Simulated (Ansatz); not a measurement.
Two isomers of CH5NSSi: A = `NC([SiH3])=S`, B = `CS[Si]N`.

Program: Ansatz. Geometries: PBE0-D4/def2-TZVP. ΔE: electronic, gas phase. CCSD(T)/CBS is the MP2 limit (def2-TZVPP, def2-QZVPP) plus CCSD(T) − MP2 in def2-TZVPP, frozen cores. DFT in def2-TZVPP. B3LYP here is the variant with VWN-RPA as its local correlation; programs differ in this. Each species was taken in one conformer, which may not be the lowest.

Question: Which is lower in electronic energy at CCSD(T)/CBS, and by how much? (An estimate is asked.)

Answer: Computed: B, by 29.8 kcal/mol.

Question: Give E(B) − E(A) in kcal/mol with CCSD(T)/def2-TZVPP, CCSD/def2-TZVPP, HF/def2-TZVPP, PBE0-D4, ωB97M-V, B3LYP-D4, B3LYP. (Estimate.)

Answer: The calculation gave: CCSD(T)/def2-TZVPP -28.8, CCSD/def2-TZVPP -29.9, HF/def2-TZVPP -27.0, PBE0-D4 -28.6, ωB97M-V -31.0, B3LYP-D4 -27.3, B3LYP -27.3. None reverses the order clearly.

Question: Does the order hold for the free energy at 298.15 K (harmonic terms from PBE0-D4)? (An estimate is asked.)

Answer: The calculation gave: Yes: G(B) − G(A) = -25.9 kcal/mol, for one conformer each.

Largest T1 diagnostic: 0.018.

From PBE to PBE0 (25 % exact exchange), in def2-TZVPP and without D4, E(B) − E(A) moves by −1.4 kcal/mol. In def2-TZVPP, CCSD(T) changes the Hartree–Fock value by −1.8 kcal/mol (the triples alone add +1.1 kcal/mol) and MP2 by −1.5 kcal/mol.
